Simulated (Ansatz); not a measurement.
`[SiH3][CH2][GeH2][PH2]` → C• + Ge• + 9 H• + P• + Si•  (atomization)

Program: Ansatz. Geometries: PBE0-D4/def2-TZVP. ΔE: electronic, gas phase. CCSD(T)/CBS adds triple-zeta CCSD(T) − MP2 to the extrapolated MP2 energy (def2 sets, frozen cores). This one scheme is used for every species, atoms too. DFT in def2-TZVPP. B3LYP here is the variant with VWN-RPA as its local correlation; programs differ in this. HSE06 is defined as in plane-wave codes. Open shells (•) are unrestricted, without spin–orbit coupling. Spin–orbit coupling would lower the free atoms: a little for C, Si; clearly for Ge. Bonds to Ge are less sure, by a few kJ/mol each and by 10 to 20 or more in all where they break to atoms, as the def2 sets lack core-valence functions. Scalar relativity is left out up to krypton. Each species was taken in one conformer, which may not be the lowest.

`[SiH3][CH2][GeH2][PH2]`:

```xyz
13

Si    2.036    0.715   -0.396
C     0.404   -0.175   -0.602
Ge   -0.849    0.126    0.877
P    -2.881   -0.971    0.613
H     2.710    0.264    0.851
H     2.946    0.452   -1.544
H     1.809    2.182   -0.302
H    -0.082    0.150   -1.526
H     0.576   -1.252   -0.685
H    -1.147    1.632    1.007
H    -0.223   -0.366    2.196
H    -2.269   -2.201    0.249
H    -3.029   -0.556   -0.739
```

```
             level  ΔE (kJ/mol)  difference from CCSD(T)/CBS
       LDA (SPW92)       4410.5                        451.6
            PBE-D4       3933.9                        -25.0
         revPBE-D4       3872.9                        -86.0
           BLYP-D4       3907.2                        -51.7
         r2SCAN-D4       3949.7                         -9.2
            B97M-V       3992.0                         33.1
           PBE0-D4       3918.9                        -40.0
          B3LYP-D4       3950.7                         -8.2
        r2SCANh-D4       3938.6                        -20.3
          HSE06-D4       3919.7                        -39.2
          BHLYP-D4       3901.5                        -57.4
      CAM-B3LYP-D4       3961.3                          2.4
           ωB97X-V       3991.4                         32.5
           ωB97M-V       3957.2                         -1.7
            B2PLYP       3892.7                        -66.2
          PBE-QIDH       3907.6                        -51.3
               PBE       3903.6                        -55.3
            revPBE       3790.9                       -168.0
              BLYP       3842.6                       -116.3
            r2SCAN       3942.1                        -16.8
              PBE0       3893.0                        -65.9
             B3LYP       3901.8                        -57.1
           r2SCANh       3930.5                        -28.4
           r2SCAN0       3914.8                        -44.1
             HSE06       3895.3                        -63.6
             BHLYP       3861.1                        -97.8
         CAM-B3LYP       3934.6                        -24.3
           LC-ωPBE       3892.4                        -66.5
      MP2/def2-SVP       3651.8                       -307.1
     CCSD/def2-SVP       3660.7                       -298.2
  CCSD(T)/def2-SVP       3693.0                       -265.9
     HF/def2-TZVPP       2930.9                      -1028.0
    MP2/def2-TZVPP       3831.0                       -127.9
SCS-MP2/def2-TZVPP       3874.0                        -84.9
     HF/def2-QZVPP       2933.3                      -1025.6
    MP2/def2-QZVPP       3882.8                        -76.1
SCS-MP2/def2-QZVPP       3935.5                        -23.4
      HF/CBS(def2)       2933.8                      -1025.1
     MP2/CBS(def2)       3919.9                        -39.0
    CCSD/CBS(def2)       3917.1                        -41.8
       CCSD(T)/CBS       3958.9                            0
```

Largest T1 diagnostic among the species: 0.012.

From r2SCAN to r2SCAN0 (25 % exact exchange), in def2-TZVPP and without D4, ΔE moves by −27.4 kJ/mol: exact exchange takes away binding that semilocal exchange gives to molecules. The D4 term adds +48.8 kJ/mol with B3LYP and +25.9 kJ/mol with PBE0; it sums over pairs of atoms, weighted by their polarisabilities, and B3LYP, whose exchange is more repulsive, gets the larger term. In def2-TZVPP, CCSD(T) changes the Hartree–Fock value by +939.1 kJ/mol (the triples alone add +41.8 kJ/mol) and MP2 by +900.1 kJ/mol; breaking electron pairs costs correlation energy, which Hartree–Fock lacks.

For atomizations the MP2-based limit and the directly extrapolated one differ by several kJ/mol either way, and by 10 to 25 for some Ge, Se and Sn compounds, so smaller differences from it don't rank the levels.
